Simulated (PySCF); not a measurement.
siletan-1-amine (C3H9NSi), SMILES C1C[SiH](N)C1.

Geometry: PBE0-D3(BJ)/def2-SVP. The values are those of a single conformer.

Two levels are set side by side: PBE/def2-TZVP (PySCF) and r2SCAN/def2-TZVP (PySCF). Same geometry, gas phase. Differences are taken from unrounded values.

```json
[
 {"quantity": "orbital gap (eV)", "r2SCAN": "6.56"},
 {"quantity": "highest occupied level (eV)", "r2SCAN": "-5.96"},
 {"quantity": "lowest empty level (eV)", "r2SCAN": "0.61"},
 {"quantity": "dipole moment (D)", "r2SCAN": "1.27"},
 {"quantity": "mean polarisability (bohr³)", "r2SCAN": "67.6"}
]
```

Problem. What does PBE give, and how far is it from r2SCAN? (Estimate from the structure and the level; the computed values follow.)

Solution. 
```csv
quantity,PBE,PBE minus r2SCAN
orbital gap (eV),5.67,-0.89
highest occupied level (eV),-5.68,0.28
lowest empty level (eV),0.00,-0.61
dipole moment (D),1.25,-0.03
mean polarisability (bohr³),69.4,1.8
```

Rough cost on one machine, each run with all the roots and properties that it gave: r2SCAN against PBE about 4 times.
